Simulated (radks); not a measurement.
Values are calculated unless marked as measured or tabulated.
Q: Radial electron density D(r) = 4 pi r^2 rho(r) of an atom or ion with 20 electrons. Level of theory: non-relativistic Kohn-Sham, r2SCAN, spin-unpolarised, spherical densities, point nucleus; meta-GGA in the generalised Kohn-Sham scheme (a radial shooting solver on a logarithmic mesh with Libxc functionals).

```
   r/bohr * D(r) (the largest magnitude, 24.2, reaches the edge; | marks zero)
 0.003324 |*
 0.004363 | *
 0.005772 |   *
 0.007577 |     *
  0.01002 |         *
  0.01316 |               *
  0.01741 |                      *
  0.02304 |                               *
  0.03024 |                                         *
  0.04001 |                                                 *
  0.05251 |                                                    *
  0.06948 |                                                 *
   0.0912 |                                          *
   0.1207 |                                      *
   0.1597 |                                          *
   0.2096 |                                                   *
   0.2773 |                                                      *
    0.364 |                                          *
   0.4816 |                      *
   0.6321 |             *
   0.8364 |               *
    1.107 |                *
    1.453 |           *
    1.922 |    *
    2.523 | *
    3.338 |*
    4.381 |*
    5.797 *
     7.67 *
    10.07 *
    13.32 *
```

What is the nuclear charge?

A: Z = 20. The innermost maximum, from 1s, lies near 1/Z = 0.05 bohr (found: 0.0534), and its height grows with Z. The density is that of neutral calcium in [Ar] 3d1 4s1; the configuration itself is not fixed sharply by these data, and Z only to about a unit. D(r) has 3 maxima, at r = 0.0534, 0.256, 1.02 bohr, and minima at 0.124, 0.663 bohr, inside which lie 2.15, 10.36 electrons.
